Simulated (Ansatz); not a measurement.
Ansatz (a quantum-chemistry and plane-wave program) input (B3LYP-D3(BJ)/def2-TZVP):

Ansatz 0.2 input:
```yaml
crystal:
  periodic: [false, false, false]
  atoms:
    - {symbol: B, position_ang: [0.58554828, -0.08269874, -0.17809092]}
    - {symbol: I, position_ang: [0.01254697, -0.99379163, 1.60204870]}
    - {symbol: I, position_ang: [-0.58953046, 1.09195945, -1.42985929]}
basis:
  gaussian:
    orbitals: def2-TZVP
hamiltonian:
  xc: b3lyp
  dispersion: d3bj
magnetization: {spin_polarized: true, initial_magnetization: 1}
relax: {f_tol: 0.002, max_steps: 150}
```

Output:

```
Functional definition: B3LYP
integrals: 0.05 GiB planned
991 factors; their error is unknown
mean field: 0.67 GiB planned
mean field evaluation 1: about -16881.3898 eV, gradient 1.4e1 eV
mean field evaluation 2: about -16878.6265 eV, gradient 2.8e1 eV
mean field evaluation 4: about -16882.5957 eV, gradient 8.3e-1 eV
mean field evaluation 8: about -16882.6031 eV, gradient 2.7e-2 eV
mean field evaluation 16: about -16883.0437 eV, gradient 5.8e-5 eV
mean field -16883.04368295 eV, -620.4404116103 hartree, gradient 5.8e-5 eV, S^2 0.754339; 0 other end points of the search recorded, 0 dependent functions left out
the calculation of the forces begins
reference -16883.04388018 eV, -620.4404188584 hartree; 28, 27 occupied and 103, 104 virtual orbitals, 991 factors
relax step   1: F+E_penalty+E_count = -16883.25913721 eV  Δ(F+E_penalty+E_count) = +0.000e0 eV  max|allowed force component| = 3.118e-1 eV/Å  Δτ_max = 0.0000 Å  (33 SCF iters, accepted)
these checks for a lower state are left out or cut short: starts, cluster_reference, orbital_swaps, neighbouring_geometries, increment
integrals: 0.05 GiB planned
991 factors; their error is unknown
mean field: 0.67 GiB planned
mean field -16883.05458155 eV, -620.4408121266 hartree, gradient 1.5e-5 eV, S^2 0.754465; 0 other end points of the search recorded, 0 dependent functions left out
the calculation of the forces begins
reference -16883.05477978 eV, -620.4408194114 hartree; 28, 27 occupied and 103, 104 virtual orbitals, 991 factors
relax step   2: F+E_penalty+E_count = -16883.26627434 eV  Δ(F+E_penalty+E_count) = -7.137e-3 eV  max|allowed force component| = 7.352e-2 eV/Å  Δτ_max = 0.0443 Å  (38 SCF iters, accepted)
these checks for a lower state are left out or cut short: starts, cluster_reference, orbital_swaps, neighbouring_geometries, increment
integrals: 0.05 GiB planned
991 factors; their error is unknown
mean field: 0.67 GiB planned
mean field evaluation 32: about -16883.0549 eV, gradient 1.9e-5 eV
mean field -16883.05492291 eV, -620.4408246712 hartree, gradient 1.9e-5 eV, S^2 0.754449; 0 other end points of the search recorded, 0 dependent functions left out
the calculation of the forces begins
reference -16883.05512090 eV, -620.4408319473 hartree; 28, 27 occupied and 103, 104 virtual orbitals, 991 factors
relax step   3: F+E_penalty+E_count = -16883.26782610 eV  Δ(F+E_penalty+E_count) = -1.552e-3 eV  max|allowed force component| = 1.949e-2 eV/Å  Δτ_max = 0.0151 Å  (38 SCF iters, accepted)
these checks for a lower state are left out or cut short: starts, cluster_reference, orbital_swaps, neighbouring_geometries, increment
integrals: 0.05 GiB planned
991 factors; their error is unknown
mean field: 0.67 GiB planned
mean field -16883.05487978 eV, -620.4408230862 hartree, gradient 2.4e-5 eV, S^2 0.754457; 0 other end points of the search recorded, 0 dependent functions left out
the calculation of the forces begins
reference -16883.05507778 eV, -620.4408303627 hartree; 28, 27 occupied and 103, 104 virtual orbitals, 991 factors
relax step   4: F+E_penalty+E_count = -16883.26786494 eV  Δ(F+E_penalty+E_count) = -3.884e-5 eV  max|allowed force component| = 1.661e-4 eV/Å  Δτ_max = 0.0029 Å  (38 SCF iters, accepted)
integrals: 0.05 GiB planned
991 factors; their error is unknown
mean field: 0.67 GiB planned
mean field evaluation 64: about -16883.0549 eV, gradient 2.2e-4 eV
mean field -16883.05487978 eV, -620.4408230862 hartree, gradient 2.4e-5 eV, S^2 0.754457; 1 other end points of the search recorded, 0 dependent functions left out
the calculation of the forces begins
reference -16883.05507778 eV, -620.4408303627 hartree; 28, 27 occupied and 103, 104 virtual orbitals, 991 factors
Total energy: -16883.26806295 eV, -620.4486574232 hartree
Atom 0 at     0.580011    -0.081853    -0.176434 Å, force    -0.000018     0.000002     0.000007 eV/Å
Atom 1 at     0.019873    -1.010020     1.624198 Å, force    -0.000023     0.000111    -0.000166 eV/Å
Atom 2 at    -0.591320     1.107342    -1.453665 Å, force     0.000041    -0.000113     0.000159 eV/Å
Dipole moment:    -0.115851     0.017465     0.035020 e Å
```

It need not be the lowest isomer of its formula.
